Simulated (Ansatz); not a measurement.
`C[O][In]([F])[F]` → `O[CH2][In]([F])[F]`  (isomerisation)

Gas-phase electronic energies from Ansatz, PBE0-D4/def2-TZVP geometries. CCSD(T)/CBS adds triple-zeta CCSD(T) − MP2 to the extrapolated MP2 energy (def2 sets, frozen cores). DFT in def2-TZVPP. B3LYP here is the variant with VWN-RPA as its local correlation; programs differ in this. HSE06 is defined as in plane-wave codes. def2 core potentials past Kr. For In outer-core shells are correlated without core-valence functions, which leaves a few kJ/mol of doubt a bond. One conformer a species, not always the lowest.

```json
{"level": "LDA (SPW92)", "ΔE (kJ/mol)": "-8.2", "difference from CCSD(T)/CBS": "-34.8"}
{"level": "revPBE-D4", "ΔE (kJ/mol)": "11.0", "difference from CCSD(T)/CBS": "-15.6"}
{"level": "BLYP-D4", "ΔE (kJ/mol)": "13.7", "difference from CCSD(T)/CBS": "-12.9"}
{"level": "B97M-V", "ΔE (kJ/mol)": "24.0", "difference from CCSD(T)/CBS": "-2.6"}
{"level": "PBE0-D4", "ΔE (kJ/mol)": "13.0", "difference from CCSD(T)/CBS": "-13.6"}
{"level": "B3LYP-D4", "ΔE (kJ/mol)": "17.1", "difference from CCSD(T)/CBS": "-9.5"}
{"level": "r2SCANh-D4", "ΔE (kJ/mol)": "15.7", "difference from CCSD(T)/CBS": "-10.9"}
{"level": "r2SCAN0-D4", "ΔE (kJ/mol)": "16.8", "difference from CCSD(T)/CBS": "-9.8"}
{"level": "HSE06-D4", "ΔE (kJ/mol)": "12.7", "difference from CCSD(T)/CBS": "-13.9"}
{"level": "CAM-B3LYP-D4", "ΔE (kJ/mol)": "22.8", "difference from CCSD(T)/CBS": "-3.8"}
{"level": "ωB97X-V", "ΔE (kJ/mol)": "27.1", "difference from CCSD(T)/CBS": "0.5"}
{"level": "ωB97M-V", "ΔE (kJ/mol)": "20.3", "difference from CCSD(T)/CBS": "-6.3"}
{"level": "B2PLYP", "ΔE (kJ/mol)": "24.7", "difference from CCSD(T)/CBS": "-1.9"}
{"level": "PBE-QIDH", "ΔE (kJ/mol)": "23.3", "difference from CCSD(T)/CBS": "-3.3"}
{"level": "PBE", "ΔE (kJ/mol)": "7.7", "difference from CCSD(T)/CBS": "-18.9"}
{"level": "revPBE", "ΔE (kJ/mol)": "13.0", "difference from CCSD(T)/CBS": "-13.6"}
{"level": "BLYP", "ΔE (kJ/mol)": "15.1", "difference from CCSD(T)/CBS": "-11.5"}
{"level": "r2SCAN", "ΔE (kJ/mol)": "15.0", "difference from CCSD(T)/CBS": "-11.6"}
{"level": "PBE0", "ΔE (kJ/mol)": "13.3", "difference from CCSD(T)/CBS": "-13.3"}
{"level": "B3LYP", "ΔE (kJ/mol)": "18.0", "difference from CCSD(T)/CBS": "-8.6"}
{"level": "r2SCANh", "ΔE (kJ/mol)": "15.7", "difference from CCSD(T)/CBS": "-10.9"}
{"level": "r2SCAN0", "ΔE (kJ/mol)": "16.8", "difference from CCSD(T)/CBS": "-9.8"}
{"level": "HSE06", "ΔE (kJ/mol)": "13.0", "difference from CCSD(T)/CBS": "-13.6"}
{"level": "BHLYP", "ΔE (kJ/mol)": "26.3", "difference from CCSD(T)/CBS": "-0.3"}
{"level": "CAM-B3LYP", "ΔE (kJ/mol)": "23.1", "difference from CCSD(T)/CBS": "-3.5"}
{"level": "LC-ωPBE", "ΔE (kJ/mol)": "29.2", "difference from CCSD(T)/CBS": "2.6"}
{"level": "RPA@PBE/def2-TZVPP", "ΔE (kJ/mol)": "28.7", "difference from CCSD(T)/CBS": "2.1"}
{"level": "HF/def2-SVP", "ΔE (kJ/mol)": "45.6", "difference from CCSD(T)/CBS": "19.0"}
{"level": "MP2/def2-SVP", "ΔE (kJ/mol)": "45.8", "difference from CCSD(T)/CBS": "19.2"}
{"level": "CCSD/def2-SVP", "ΔE (kJ/mol)": "41.3", "difference from CCSD(T)/CBS": "14.7"}
{"level": "CCSD(T)/def2-SVP", "ΔE (kJ/mol)": "39.7", "difference from CCSD(T)/CBS": "13.1"}
{"level": "HF/def2-TZVPP", "ΔE (kJ/mol)": "48.0", "difference from CCSD(T)/CBS": "21.4"}
{"level": "MP2/def2-TZVPP", "ΔE (kJ/mol)": "25.2", "difference from CCSD(T)/CBS": "-1.4"}
{"level": "SCS-MP2/def2-TZVPP", "ΔE (kJ/mol)": "31.2", "difference from CCSD(T)/CBS": "4.6"}
{"level": "CCSD/def2-TZVPP", "ΔE (kJ/mol)": "28.2", "difference from CCSD(T)/CBS": "1.6"}
{"level": "CCSD(T)/def2-TZVPP", "ΔE (kJ/mol)": "26.5", "difference from CCSD(T)/CBS": "-0.1"}
{"level": "MP2/def2-QZVPP", "ΔE (kJ/mol)": "26.1", "difference from CCSD(T)/CBS": "-0.5"}
{"level": "SCS-MP2/def2-QZVPP", "ΔE (kJ/mol)": "32.4", "difference from CCSD(T)/CBS": "5.8"}
{"level": "HF/CBS(def2)", "ΔE (kJ/mol)": "50.6", "difference from CCSD(T)/CBS": "24.0"}
{"level": "MP2/CBS(def2)", "ΔE (kJ/mol)": "25.4", "difference from CCSD(T)/CBS": "-1.2"}
{"level": "CCSD(T)/CBS", "ΔE (kJ/mol)": "26.6", "difference from CCSD(T)/CBS": "0"}
```

Largest T1 diagnostic among the species: 0.017.

From PBE to PBE0 (25 % exact exchange), in def2-TZVPP and without D4, ΔE moves by +5.7 kJ/mol. At CCSD(T), def2-SVP lies +13.1 kJ/mol from the extrapolated value and def2-TZVPP −0.1 kJ/mol.
